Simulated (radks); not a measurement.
Polarisability of neutral bismuth, [Hg] 6p3, at imaginary frequency. Calculated with a radial shooting solver on a logarithmic mesh with Libxc functionals: non-relativistic Kohn-Sham, LB94 model potential, spin-polarised, spherical densities, point nucleus; open shells are filled with parallel spins first (spin-orbit coupling, left out, can overturn this in heavy ions); relativity is left out, which matters for an element this heavy. Response by self-consistent Sternheimer equations with the Hartree and adiabatic LDA kernel.

w (hartree),alpha1(iw) (bohr^3)
0.00266,51.53
0.0143,51.39
0.0360,50.64
0.0697,48.39
0.118,43.64
0.186,36.20
0.280,27.29
0.413,18.82
0.605,12.12
0.892,7.474
1.35,4.466
2.12,2.514
3.59,1.221
6.94,0.4493
17.5,0.1063

Static values: alpha1 = 51.53 bohr^3 (7.636 angstrom^3; uncoupled 81.84). C6 = 625.0, triple-dipole C9 = 22700 atomic units. One-pole (London) frequency 4 C6 / (3 alpha1^2) = 0.314 hartree, against 0.324 for minus the highest occupied eigenvalue. Recommended static value: 48 bohr^3 (Schwerdtfeger and Nagle, 2023 table).
